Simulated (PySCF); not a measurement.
Cartesian coordinates in Å; atom numbers follow the order of the lines, from 1:
```xyz
14

Cl    3.165    0.665    1.264
Si    1.760   -0.037    0.044
O     0.867    1.202   -0.514
C    -0.539    1.173   -0.527
C    -1.097   -0.244   -0.461
C    -0.619   -0.961    0.796
O     0.784   -1.037    0.875
H     2.351   -0.752   -1.074
H    -0.902    1.758    0.327
H    -0.859    1.667   -1.450
H    -0.749   -0.798   -1.335
H    -2.185   -0.208   -0.469
H    -0.994   -1.990    0.815
H    -0.985   -0.438    1.687
```

[PySCF 2.14.0 with density-fitted response routines: shieldings: GIAO PBE0/pcSseg-1; structure optimised with GFN2-xTB; gas phase; one conformer; non-relativistic Hamiltonian; fast rotation and ring inversion assumed for equivalent nuclei]

List the cross peaks expected in HSQC, COSY and HMBC spectra.

Answers



HSQC (one-bond C–H):
```
            δH            δC
4.56 (H10/H13)  68.8 (C4/C6)
 4.47 (H9/H14)  68.8 (C4/C6)
    2.04 (H11)     35.3 (C5)
    1.41 (H12)     35.3 (C5)
```

COSY cross peaks (H two or three bonds apart, from the bond graph; peaks can be absent where the dihedral angle is near 90°):
```
            δH             δH
4.56 (H10/H13)  4.47 (H9/H14)
4.56 (H10/H13)     2.04 (H11)
4.56 (H10/H13)     1.41 (H12)
 4.47 (H9/H14)     2.04 (H11)
 4.47 (H9/H14)     1.41 (H12)
    2.04 (H11)     1.41 (H12)
```

HMBC (two and three bonds, from the bond graph):
```
            δH                       δC
     5.09 (H8)             68.8 (C4/C6)
4.56 (H10/H13)  68.8 (C4/C6), 35.3 (C5)
 4.47 (H9/H14)  68.8 (C4/C6), 35.3 (C5)
    2.04 (H11)             68.8 (C4/C6)
    1.41 (H12)             68.8 (C4/C6)
```

References, each an isolated molecule treated in the same way: ¹H (σ = 31.72 ppm), ¹³C (σ = 186.93 ppm) against TMS.

Shifts are as computed. Against solution values, carbons near 30 ppm lie about +3 ppm off and those near 130 ppm about +5 ppm. Of 1211 compounds with measured shifts, 218 miss one by over three times the rms of a fit or turn the order of signals round; such compounds aren't used in these exercises.
